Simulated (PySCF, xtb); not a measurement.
BrGe, SMILES [Ge][Br] (connectivity only; charge and spin as stated), charge +1, multiplicity 1.

GFN2-xTB (xtb 6.7.1) at its own geometry gives an orbital gap of 3.59 eV.

The structure is a stationary point at B3LYP-D3(BJ)/def2-TZVP. The spin state was assumed, not searched.

Question: What does PySCF with M06-2X/def2-TZVPD give? (Estimate from the structure and the level; the computed values follow.)

Answer: gap 8.00 eV (levels -16.38 and -8.37 eV).
